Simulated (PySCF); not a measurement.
Nb(NH)(Cl)2(OMe) (CH4Cl2NNbO), SMILES C[O][Nb](=[NH])([Cl])[Cl], multiplicity 1. Heavy atoms are numbered as in [Nb:1](=[NH:2])([Cl:4])([Cl:5])[O:6][CH3:7]. Hydrogens are named by the atom that carries them.

Coordinates come from a B3LYP-D3(BJ)/def2-SVP optimisation. The multiplicity is an assumed one; other spin states were not compared. The def2 effective core potentials stand for the cores of Nb; spin–orbit coupling is left out. The values are those of a single conformer.

The numbers are results of M06-2X/def2-TZVP (PySCF), not measurements.

ESP charges are fitted to the potential on shells at 1.4 to 2.0 van der Waals radii. Atomic charges (e), one atom of each kind:

```csv
atom,ESP fit,Mulliken
Nb1,0.71,1.53
N2 (NH),-0.63,-0.69
H on N2,___,0.25
Cl4,-0.21,-0.39
O6,-0.19,-0.56
C7 (CH3),___,-0.20
H on C7,___,0.14
```

Q: Complete the blanks. (Estimate from the structure and the level; the computed values follow.)

A: 
- H on N2, ESP fit: 0.38
- C7 (CH3), ESP fit: -0.25
- H on C7, ESP fit: 0.13
